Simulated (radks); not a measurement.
Q: Neutral manganese, [Ar] 3d5 4s2. Method: non-relativistic Kohn-Sham, r2SCAN, spin-polarised, spherical densities, point nucleus; meta-GGA in the generalised Kohn-Sham scheme; computed with a radial shooting solver on a logarithmic mesh with Libxc functionals. Every spin shell is full or empty, so the densities are truly spherical. Functionals are evaluated on that one density, not self-consistently. Rank these orbital-free kinetic functionals by their error against the exact value of the orbitals, and give that value: Thomas-Fermi, von Weizsacker, TF + vW, TF + vW/5, LC94, revAPBEK, Perdew 92, Thakkar, LKT, PG1, DePristo-Kress, Ernzerhof.

A: Exact: 1150.06 hartree. From best to worst, with 100 (|E| - |E exact|)/|E exact| (equal figures are ties): LC94 +0.01, DePristo-Kress -0.07, Ernzerhof -0.29, Thakkar -0.36, revAPBEK +0.39, Perdew 92 -0.73, TF + vW/5 +3.95, Thomas-Fermi -6.60, PG1 +20.33, LKT +25.49, TF + vW +46.15, von Weizsacker -47.25.
